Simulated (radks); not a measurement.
Values are calculated unless marked as measured or tabulated.
Task: The mean radii <r> (bohr) of the occupied orbitals of an atom or ion are listed with their occupations. Level of theory: scalar-relativistic Kohn-Sham, PBE, spin-polarised, spherical densities, point nucleus (a radial shooting solver on a logarithmic mesh with Libxc functionals).

orbital  occ.     <r>
1s up       1  0.1580
1s down     1  0.1578
2s up       1  0.8605
2s down     1  0.8681
2p up       3  0.8757
2p down     2  0.8930

Name the element and its charge. Open shells, if any, are filled with parallel spins first.

Result: Z = 10, neon, charge +1: Ne+ in [He] 2s2 2p5. The 1s radius gives Z: for a bare nucleus <r> = (2 gamma + 1)/(2Z) with gamma = sqrt(1 - (Z/c)^2), 0.1497 bohr for Z = 10, and screening makes it slightly larger (0.1580 here). The occupations add up to 9, and the charge is Z minus that.
